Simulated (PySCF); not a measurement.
H₃O₄P, charge +1, doublet, geometry from GFN2-xTB (a state made from the parent by changing its charge; the spin is typed, not shown lowest). Base run: CAMB3LYP/STO-3G in PySCF.

Geometry (Å):
```xyz
8

O      0.5581    -0.0270     1.4319
P      0.0363    -0.0044    -0.0279
O      1.1879    -0.0100    -1.0229
O     -0.8884    -1.2325    -0.2289
O     -0.8195     1.2779    -0.2198
H      1.0711     0.7072     1.7879
H     -0.5833    -2.1247    -0.0306
H     -1.3372     1.4159    -1.0213
```
Charge +1, spin multiplicity 2.
Orbitals are unrestricted.
All else is at PySCF's defaults.
Base energy -635.45433 Eh.

The base run was repeated with changes; each row names its change, and settings that it needs were set with it.

```tsv
change	ΔE vs base (µEh)	SCF cycles	<S^2>	outcome
base	0.0	28	0.753	converged
init_guess = sap	826	17	0.753	converged
diis_space = 12	0.0	23	0.753	converged
diis_space = 2	-	50	-	not converged
conv_tol = 1e-11	0.0	29	0.753	converged
level_shift = 0.1 (with mf.max_cycle = 100)	0.0	32	0.753	converged
conv_tol_grad = 1e-7	0.0	31	0.753	converged
init_guess = atom	0.0	28	0.753	converged
conv_tol = 1e-4	5.7	7	0.753	converged
init_guess = huckel	0.0	28	0.753	converged
init_guess = vsap	0.0	24	0.753	converged
conv_tol_grad = 1e-3	0.0	28	0.753	converged
level_shift = 1.0 (with mf.max_cycle = 100)	-	100	-	not converged
```

Open shells are given as the SCF converged; they aren't shown to be the lowest states, and a large step between rows can be another state.
